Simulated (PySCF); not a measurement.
Working out the ionisation energy of In

In [Kr] 4d10 5s2 5p1 (2P) → In⁺ [Kr] 4d10 5s2 (1S). Computed with PySCF 2.14 in cc-pVTZ-PP with ECP28MDF (5s4p3d1f, 39 functions), with a scalar-relativistic core potential. Frozen: 4s2 4p6 4d10. Energies in hartree (1 hartree = 27.21139 eV):

```
            part   In (lower)  In⁺ (upper)
             UHF  -189.210330  -189.018751
CCSD correlation    -0.041445    -0.032692
             (T)    -0.000745     0.000000
```

Problem. What does Hartree-Fock give?

Solution. (-189.018751) − (-189.210330) = 0.191579 hartree = 5.213 eV.

Problem. What do CCSD and CCSD(T) give?

Solution. The CCSD correlation energies differ by 0.008753 hartree = 0.238 eV and the triples by 0.000745 hartree = 0.020 eV, so CCSD gives 5.451 eV and CCSD(T) 5.471 eV.

Measured between the centres of the two terms (NIST): 5.603 eV, so CCSD(T) (valence) is off by -0.132 eV.

What remains against the reference includes basis incompleteness, the frozen core and higher excitations.
